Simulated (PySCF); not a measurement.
Correlation energy of Ni (nickel, neutral)

[Ar] 3d10, closed-shell 1S (an excited configuration). All numbers are calculated (PySCF 2.14, no relativity, point nucleus, in aug-cc-pVTZ). Frozen: [Ar]; 10 electrons correlated.

```csv
level,correlation energy (mhartree)
CCSD,-457.32
(T),-33.93
CCSD(T),-491.25
```

Diagnostics: T1 = 0.033, D1 = 0.0469, largest double amplitude 0.024.

T1 exceeds 0.03, a sign that the reference determinant is poor.

Cost of the coupled-cluster step: of the order of 10 core-seconds, for 10 correlated electrons.

Iterations:

```
CC2 = 0
CCSD nocc = 5, nmo = 84
frozen orbitals [0, 1, 2, 3, 4, 5, 6, 7, 8]
max_cycle = 100
direct = 0
conv_tol = 1e-08
conv_tol_normt = 1e-06
diis_space = 8
diis_start_cycle = 0
Init t2, MP2 energy = -1507.24270160614  E_corr(MP2) -0.574759991570148
Init E_corr(CCSD) = -0.574759991572651
cycle = 1  E_corr(CCSD) = -0.388046090666384  dE = 0.186713901  norm(t1,t2) = 0.211531
cycle = 2  E_corr(CCSD) = -0.50906554601701  dE = -0.121019455  norm(t1,t2) = 0.257836
cycle = 3  E_corr(CCSD) = -0.46684036491321  dE = 0.0422251811  norm(t1,t2) = 0.317191
cycle = 4  E_corr(CCSD) = -0.459386152243083  dE = 0.00745421267  norm(t1,t2) = 0.0395711
cycle = 5  E_corr(CCSD) = -0.45672229873647  dE = 0.00266385351  norm(t1,t2) = 0.0151817
cycle = 6  E_corr(CCSD) = -0.456599428568229  dE = 0.000122870168  norm(t1,t2) = 0.00347821
cycle = 7  E_corr(CCSD) = -0.457392340364629  dE = -0.000792911796  norm(t1,t2) = 0.0024435
cycle = 8  E_corr(CCSD) = -0.457312348878366  dE = 7.99914863e-05  norm(t1,t2) = 0.00205244
cycle = 9  E_corr(CCSD) = -0.457317183978599  dE = -4.83510023e-06  norm(t1,t2) = 0.000355672
cycle = 10  E_corr(CCSD) = -0.457311441113144  dE = 5.74286545e-06  norm(t1,t2) = 0.000123856
cycle = 11  E_corr(CCSD) = -0.457315705341385  dE = -4.26422824e-06  norm(t1,t2) = 6.35327e-05
cycle = 12  E_corr(CCSD) = -0.457316364913332  dE = -6.59571946e-07  norm(t1,t2) = 1.3028e-05
cycle = 13  E_corr(CCSD) = -0.457316554937408  dE = -1.90024076e-07  norm(t1,t2) = 4.28534e-06
cycle = 14  E_corr(CCSD) = -0.457316457556473  dE = 9.73809348e-08  norm(t1,t2) = 2.23009e-06
cycle = 15  E_corr(CCSD) = -0.457316379009798  dE = 7.85466751e-08  norm(t1,t2) = 4.58771e-07
cycle = 16  E_corr(CCSD) = -0.457316406322498  dE = -2.73127001e-08  norm(t1,t2) = 3.01694e-07
cycle = 17  E_corr(CCSD) = -0.457316413467497  dE = -7.14499876e-09  norm(t1,t2) = 1.3622e-07
CCSD converged
E(CCSD) = -1507.12525802804  E_corr = -0.4573164134674971
CCSD(T) correction = -0.0339304933156608
```
